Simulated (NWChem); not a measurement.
# Si₂H₃OF₃; SMILES F[SiH2]O[SiH](F)F

```xyz
9

Si     0.2627    -1.7416    -0.4893
F     -0.7601    -2.5459     0.4542
O      0.5387    -0.2552     0.1699
Si    -0.0437     1.2399     0.4425
F      0.8506     2.3011    -0.3474
F     -1.5279     1.3430    -0.1441
H      1.5499    -2.4649    -0.5130
H     -0.3538    -1.5964    -1.8259
H     -0.0375     1.5595     1.8735
```
Atoms are numbered in this order, from 1.

Program: NWChem. Pople sets run with spherical d functions. STO-3G and 3-21G are far too small for this property and stand as cheap habits. All runs use the structure optimised with B3LYP/6-31G* (spherical d). GIAO values for the isolated, static molecule; σ is the absolute isotropic shielding, δ = σ(reference) − σ with the isolated reference molecule computed at the same levels (19F: trichlorofluoromethane, 1H: tetramethylsilane, 17O: water, 29Si: tetramethylsilane).

```
level                δ F2 (ppm)  δ O3 (ppm)  δ Si4 (ppm)  δ F5 (ppm)  δ F6 (ppm)  δ H7 (ppm)  δ H9 (ppm)
-------------------  ----------  ----------  -----------  ----------  ----------  ----------  ----------
Hartree-Fock/STO-3G      -194.7      -185.8        -20.1      -182.1      -182.5        2.62        2.50
Hartree-Fock/6-31G*      -112.8        53.1        -64.3       -98.1      -100.8        5.06        4.83
PBE/pcSseg-1         (withheld)  (withheld)   (withheld)  (withheld)  (withheld)  (withheld)        4.82
```

Fill in the missing entries.


- PBE/pcSseg-1, δ F2 (ppm): -187.3
- PBE/pcSseg-1, δ O3 (ppm): 112.1
- PBE/pcSseg-1, δ Si4 (ppm): -70.2
- PBE/pcSseg-1, δ F5 (ppm): -163.7
- PBE/pcSseg-1, δ F6 (ppm): -168.2
- PBE/pcSseg-1, δ H7 (ppm): 5.20
